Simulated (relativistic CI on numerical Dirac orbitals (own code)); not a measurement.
# Slater and spin-orbit integrals, Ho11+

Calculated at this level of theory: Dirac-Coulomb-Breit CI, separate exchange-only KLI orbitals for each configuration, a model potential for QED, unscaled Slater integrals (own radial code, finite nucleus).

Slater integrals F^k, G^k are unscaled and averaged over j, outside the closed core [Ar] 3d10 4p6 4d10; ζ comes from projecting the Hamiltonian with its Breit term on Σ l·s of the shell.

- 4s2 4f8 5s2: F^2(4f,4f) = 149130, F^4(4f,4f) = 94831, F^6(4f,4f) = 68595, ζ(4f) = 2434 cm⁻¹; <r>(4f) = 0.6641, <r^2>(4f) = 0.5299 (bohr units).
- 4s2 4f10: F^2(4f,4f) = 142930, F^4(4f,4f) = 90628, F^6(4f,4f) = 65474, ζ(4f) = 2213.8 cm⁻¹; <r>(4f) = 0.6878, <r^2>(4f) = 0.5705 (bohr units).
- 4s2 4f9 5s: F^2(4f,4f) = 145910, F^4(4f,4f) = 92641, F^6(4f,4f) = 66967, ζ(4f) = 2322.5, G^3(4f,5s) = 34124 cm⁻¹; <r>(4f) = 0.6762, <r^2>(4f) = 0.5506, <r>(5s) = 1.12, <r^2>(5s) = 1.396 (bohr units).

Averages of the first 8 configurations, taken without configuration mixing, which lowers the lowest level and can move excited configurations by several eV; other configurations of the list can lie among them:

```tsv
Configuration	Parity	States	Average energy above the lowest level (eV)
4s2 4f8 5s2	even	3003	12.8
4s2 4f10	even	1001	67.2
4s2 4f9 5s	odd	4004	37.8
4s2 4f7 5s2 6s	odd	6864	96.7
4s2 4f9 6s	odd	4004	139.8
4s2 4f6 5s2 6s2	even	3003	193.6
4s2 4f8 6s2	even	3003	224.3
4s 4f10 5s	even	4004	475.9
```
